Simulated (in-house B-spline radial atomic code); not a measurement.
Results of a calculation; reference values are marked as such.
## Stopping and range of 200 keV Zn in Si

The pair potential comes from two frozen, spherical free-atom densities (PBE, B-spline radial code, scalar-relativistic past argon): electrostatics plus the change in Thomas-Fermi kinetic and Dirac exchange energy where they overlap, the recipe behind the universal ZBL potential, which averages such potentials (from solid-state densities) over many pairs. It is written V = (Z1 Z2 e²/r) φ(r/a), with e² = 14.3996 eV·Å and a = 0.46850 Å/(Z1^0.23 + Z2^0.23); ZBL's fit is φ = 0.18175 e^(−3.1998x) + 0.50986 e^(−0.94229x) + 0.28022 e^(−0.4029x) + 0.02817 e^(−0.20162x). Where φ falls below 4e-4 it is continued as an exponential.

The target is taken as amorphous, with density 2.329 g/cm³ (NSM archive of the Ioffe Institute); channelling is ignored. Masses: Zn 65.38, Si 28.09 u. Nuclear stopping is S_n = 4π a Z1 Z2 e² M1/(M1 + M2) × s_n(ε), with s_n integrated over impact parameters for each pair. Electronic stopping is Lindhard and Scharff's S_e = Z1^(1/6) 8π e² a0 Z1 Z2/(Z1^(2/3) + Z2^(2/3))^(3/2) × v/v0, with a0 = 0.529177 Å and v = v0 at 24.801 keV/u; it misses the oscillations with Z1 seen in experiment, which reach tens of per cent. Compounds add by atom fraction.

```tsv
target atom	a (Å)	ε at this energy	s_n, this pair	s_n, ZBL potential
Si	0.11650	1.158	0.3188	0.302
```

What are the atom density and the stopping powers at entry?

N = 2.329 × 0.602214/28.09 = 0.04993 atoms/Å³. For Si: S_n = 6193 × 0.3188 = 1975 eV·Å², S_e = 1.8311 × √200000 = 818.9 eV·Å². Averaged over the target's atoms and times N × 10 Å/nm, the ion loses N S_n = 986 eV/nm to recoils and N S_e = 409 eV/nm to electrons; the nuclear share is 71 %.

Along the track:

```
E (keV)  N S_n (eV/nm)  N S_e (eV/nm)
     10            920           91.4
     30           1120            158
     60           1150            224
    100           1110            289
    150           1050            354
    200            986            409
```

Estimate the path length and the projected range.

With continuous slowing down the path is the integral of dE/(N (S_n + S_e)). Trapezoids over the table give 141 nm, and the stretch below the first row, with stopping taken as √E, adds 2E/(N S) = 20 nm: 160 nm in all, against 156 nm on a fine grid from 5 eV. Deflections shorten the depth: to first order in the energy passed on, N (S_n + S_e) dR_p/dE = 1 − N S_n (M2/M1) R_p/(2E), summed over the target's atoms, and integrating this on the fine grid gives R_p = 128 nm, 0.82 of the path. Lindhard's rule of thumb R/(1 + M2/3M1), with mean M2/M1 = 0.43, gives 136 nm. On the ZBL potential the same equation gives 134 nm, and the full integral equation, which keeps hard collisions, 140 nm.
